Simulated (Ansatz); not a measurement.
Two isomers of C3H4Se: A = `C1=C[Se]C1`, B = `C=CC=[Se]`.

Program: Ansatz. Geometries: PBE0-D4/def2-TZVP. ΔE: electronic, gas phase. CCSD(T)/CBS is the MP2 limit (def2-TZVPP, def2-QZVPP) plus CCSD(T) − MP2 in def2-TZVPP, frozen cores. DFT in def2-TZVPP. B3LYP here is the variant with VWN-RPA as its local correlation; programs differ in this. For Se outer-core shells are correlated without core-valence functions, which leaves a few kJ/mol of doubt a bond. Scalar relativity is left out up to krypton. One conformer a species, not always the lowest.

A:

```xyz
8

C     0.518    0.119    0.502
C     0.761    0.732   -0.656
Se   -0.793    0.148   -1.596
C    -0.779   -0.582    0.254
H     1.102    0.115    1.416
H     1.564    1.367   -1.005
H    -0.740   -1.672    0.254
H    -1.633   -0.227    0.831
```

B:

```xyz
8

C    -0.003   -0.752    1.004
C     0.339   -0.363   -0.228
C    -0.117    0.846   -0.877
Se   -1.204    2.081   -0.236
H    -0.673   -0.149    1.608
H     0.379   -1.673    1.426
H     1.012   -0.986   -0.812
H     0.268    0.997   -1.884
```

Which isomer does CCSD(T)/CBS put lower? Give the gap. (Best estimate.)

Ansatz gave: B, by 1.8 kJ/mol. So small a gap doesn't settle the order.

Give E(B) − E(A) in kJ/mol with MP2/def2-TZVPP, CCSD(T)/def2-SVP, B3LYP-D4, B2PLYP, B3LYP, PBE-D4, HF/def2-TZVPP. (An estimate is asked.)

The calculation gave: MP2/def2-TZVPP 10.5, CCSD(T)/def2-SVP -22.1, B3LYP-D4 -13.5, B2PLYP -8.4, B3LYP -14.8, PBE-D4 3.1, HF/def2-TZVPP -12.6. The order is the other way round with MP2/def2-TZVPP, PBE-D4.

Does the order hold for the free energy at 298.15 K (harmonic terms from PBE0-D4)? (Estimate.)

Ansatz gave: Yes: G(B) − G(A) = -7.4 kJ/mol, for one conformer each.

Largest T1 diagnostic: 0.018.

Leaving LDA and LC-ωPBE aside and taking each functional with its dispersion term where it has one, the values, not all of them listed here, spread over 38.6 kJ/mol, from BLYP-D4 to PBE-QIDH. LDA lies +17.6 kJ/mol from PBE without D4. From BLYP to BHLYP (50 % exact exchange), in def2-TZVPP and without D4, E(B) − E(A) moves by +16.8 kJ/mol.
